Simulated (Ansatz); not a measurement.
Energy needed to pull apart SiH$_{2}$SeO (SMILES O[SiH]=[Se]), closed shell, into free ground-state atoms, from the structure below (displaced at random from a GFN2-xTB minimum); no zero-point or spin–orbit terms; open-shell atoms are treated unrestricted, in their ground-state multiplicity.

```
5
angstrom
O -0.3558 0.7959 -0.7739
Si 0.2202 -0.2561 0.2974
Se 2.2223 -0.1826 0.9501
H -1.2375 0.8242 -1.0799
H -0.8353 -1.1809 0.6355
```

Ansatz 0.2.0; basis: def2-TZVPP; cores frozen in the correlated methods. Filled d shells of the heavier atoms are correlated. The def2 sets are not built for correlating such inner shells, so the correlated values are less sure here.

```tsv
method	atomization energy (kcal/mol)
PBE-D4	399.6
r2SCAN-D4	396.2
PBE0-D4	?
BHLYP-D4	375.6
LC-wPBE	383.2
wB97M-V	392.5
HF	264.7
MP2	392.8
CCSD	?
CCSD(T)	381.1
```

Problem. What does CCSD give? (To be estimated.)

Solution. Computed: 372.3 kcal/mol, which is about 8.8 kcal/mol less than CCSD(T)/def2-TZVPP.

Problem. What does PBE0-D4 give? (An estimate is asked for; the value comes from the calculation.)

Solution. The calculation gives: 388.6 kcal/mol, which is about 7.5 kcal/mol more than CCSD(T)/def2-TZVPP.

In triple zeta the MP2 and coupled-cluster atomization energies are still short of their basis limit by a few kcal/mol a bond, whereas those of the functionals are nearly converged, so these differences are not deviations from converged CCSD(T).

T1 diagnostic: at most 0.014.

For scale, one of the runs: CCSD(T)/def2-TZVPP forces, 149 basis functions (an equivalent command: `ansatz run in.yaml --threads 4`). Time: 72 s of wall clock on 4 CPU threads; the host was shared. Peak host memory: 1.6 GiB.
